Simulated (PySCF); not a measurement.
## A thermochemical cycle for SrCa

PBE0 in PySCF with def2-SVP on every atom (core potentials on Sr), for the lowest determinant that a PBE0 search found; no spin–orbit coupling. SrCa, a singlet (closed shell), has De = 0.20 eV to neutral atoms, and SrCa⁺, a doublet (σ ↑), has De = 1.04 eV to Sr⁺ + Ca.

The adiabatic ionisation energy of SrCa, between the minima, is 4.76 eV.

Problem. Which ionisation energy of the Sr atom does this level give?

Solution. IE(Sr) = IE(molecule) + De(ion) − De(neutral) = 4.76 + 1.04 − 0.20 = 5.60 eV; the measured value is 5.695 eV (NIST ASD).

Closed-shell solutions of metal pairs were not tested for spin polarisation, which can lower them a little. Weak bonds: SrCa. Basis-set superposition, not corrected here, can be much of De in a small basis, most of all at correlated wavefunction levels. Spin–orbit coupling is left out. For an ion De counts to the pair picked by the measured ionisation energies or electron affinities, which need not be the lowest pair at this level. States were picked by a PBE0 search and need not be the measured ground states.
